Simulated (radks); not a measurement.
Results of a calculation; reference values are marked as such.
Q: Species: Co+. Configuration: [Ar] 3d6.5 4s1.5 (fractional occupations, a model configuration). Level of theory: Dirac Kohn-Sham, PBE, spin-unpolarised, spherical densities, finite nucleus; open shells fill j = l - 1/2 first; Fermi nuclear charge, rms radius 3.7875 fm (a radial shooting solver on a logarithmic mesh with Libxc functionals). Some entries of the table are withheld. Estimate them.

orbital  occ.  eigenvalue (Ry)  <r^2> (bohr^2)
1s1/2       2              (1)        0.004247
2s1/2       2        -66.96148         0.07698
2p1/2       2        -58.20512         0.06108
2p3/2       4        -57.11582         0.06268
3s1/2       2         -8.40969          0.6873
3p1/2       2         -5.79420          0.7656
3p3/2       4         -5.65689          0.7837
3d3/2       4              (2)           1.325
3d5/2     2.5              (3)           1.340
4s1/2     1.5              (4)           7.464

A: 
(1) 1s1/2 eigenvalue (Ry): -558.8406
(2) 3d3/2 eigenvalue (Ry): -1.45801
(3) 3d5/2 eigenvalue (Ry): -1.44302
(4) 4s1/2 eigenvalue (Ry): -1.00175
